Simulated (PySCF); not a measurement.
## Electron correlation in Ga (gallium, neutral)

[Ar] 3d10 4s2 5s1, 2S determinant (an excited configuration). All numbers are calculated (PySCF 2.14, scalar relativity by spin-free X2C-1e, in x2c-TZVPPall with one added diffuse shell each of s, p, d type (7s6p5d1f, 57 functions)). Frozen: [Ar] 3d10; 3 electrons correlated.

```json
{"level": "CCSD", "correlation energy (mhartree)": "-43.57"}
{"level": "(T)", "correlation energy (mhartree)": "-0.73"}
{"level": "CCSD(T)", "correlation energy (mhartree)": "-44.30"}
{"level": "CCSDT", "correlation energy (mhartree)": "-44.59"}
```

Diagnostics: T1 = 0.0095, D1 = 0.0227, largest double amplitude 0.078.

Task: Is a single reference adequate?

Result: Mostly. T1 lies below 0.03, but a double amplitude of this size points to a near-degeneracy that CCSD handles and MP2 describes poorly.
